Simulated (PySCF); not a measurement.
## WOF3 at several levels of theory

Computed with PySCF 2.14.0 (density fitting, no spin-orbit coupling) at the geometry relaxed with BP86:

```xyz
5
WOF3 (doublet)
W    -0.0482    0.0903   -0.0442
O     0.6897    1.1731    1.0593
F    -0.7940   -1.1761    1.1027
F     0.6943   -1.1615   -1.2570
F    -0.6843    1.2580   -1.3514
```

| level | basis | state | HOMO (eV) | gap (eV) | charge on W1 (e) | dipole about the centre of mass (D) | largest force component (eV/Å) |
| --- | --- | --- | --- | --- | --- | --- | --- |
| BP86 | W def2-SVP with ECP60, O def2-SVP, F def2-SVP | doublet | -5.72 | 1.33 | 1.08 | 0.72 | 0.03 |
| BP86 | W def2-TZVP with ECP60, O def2-TZVP, F def2-TZVP | doublet | -5.83 | 1.31 | 1.36 | 0.69 | 0.12 |
| BP86 | W x2c-SVPall, O x2c-SVPall, F x2c-SVPall | doublet | -6.02 | 1.21 | 1.01 | 0.69 | 0.60 |

HOMO and gap are taken over both spins. Charges are Mulliken's, which hang on the basis. The relaxation used the grid (50, 194), these runs (75, 302) or, all-electron (x2c bases, spin-free X2C Hamiltonian), (99, 590).

Order these levels, in the first row's basis, by the HOMO–LUMO gap they give here, smallest first.
A. PBE0
B. revPBE
C. r2SCAN
D. M06-L

B (1.38 eV), D (1.69 eV), C (1.87 eV), A (3.84 eV).

And their other results?


| level | state | HOMO (eV) | gap (eV) | charge on W1 (e) | dipole about the centre of mass (D) | largest force component (eV/Å) |
| --- | --- | --- | --- | --- | --- | --- |
| M06-L | doublet | -5.92 | 1.69 | 1.45 | 0.73 | 0.47 |
| PBE0 | doublet | -7.36 | 3.84 | 1.32 | 0.72 | 0.96 |
| revPBE | doublet | -5.57 | 1.38 | 1.09 | 0.70 | 0.13 |
| r2SCAN | doublet | -6.18 | 1.87 | 1.27 | 0.72 | 0.46 |

Open shells may have lower solutions than the one found.
